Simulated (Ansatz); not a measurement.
Molecule: BaCl, charge 1, multiplicity 1. 
Coordinates optimised at B3LYP-D3(BJ)/def2-TZVP (Ansatz, a quantum-chemistry and plane-wave program):
```
Ba
Cl 1 2.5964
```
Charge +1, spin multiplicity 1.

Basis-set convergence of Hartree-Fock and MP2 correlation energies (hartree) with Ansatz. Cores are frozen in the correlated levels unless marked. Spin-orbit coupling is left out. The frozen core is the preceding noble-gas configuration, with the filled d and f shells of earlier blocks. The outer core of K, Ca and their heavier congeners is not correlated, a term that matters for these elements. In def2 rows, elements after Kr have scalar-relativistic effective core potentials.

```tsv
basis	functions	E(HF)	E(corr, MP2)
def2-SVPD	60	-484.37180	-0.15639
def2-TZVPPD	91	-484.54678	-0.20366
def2-QZVPPD	139	-484.56184	-0.22446
```

Extrapolating the two largest sets (X = 3 and 4) as X^-3: E(corr) = (64·(-0.22446) - 27·(-0.20366))/37 = -0.2396 Eh, an estimate of the basis-set limit. The largest set recovers 93.7 % of it, the smallest 65.3 %.
